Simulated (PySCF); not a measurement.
Harmonic spectrum computed at PBE0 in the def2-TZVP basis family (core potentials from Rb on, PySCF, no spin–orbit coupling):

```json
{"ω (cm⁻¹)": "77", "IR (km/mol, summed over degenerate members)": "2.4", "degeneracy": "1"}
{"ω (cm⁻¹)": "97", "IR (km/mol, summed over degenerate members)": "0.2", "degeneracy": "2"}
{"ω (cm⁻¹)": "400", "IR (km/mol, summed over degenerate members)": "0.0", "degeneracy": "1"}
{"ω (cm⁻¹)": "421", "IR (km/mol, summed over degenerate members)": "156", "degeneracy": "2"}
```

Task: Which molecule gave it? In each, all ligands are bound to the one heavy central atom.
A. GaCl₃ (singlet)
B. PbCl₃ (doublet)
C. SiCl₃ (doublet)
D. AlCl₃ (singlet)
E. WCl₃ (quartet)

Result: E. It has D3h symmetry with W–Cl 2.249 Å (×3).
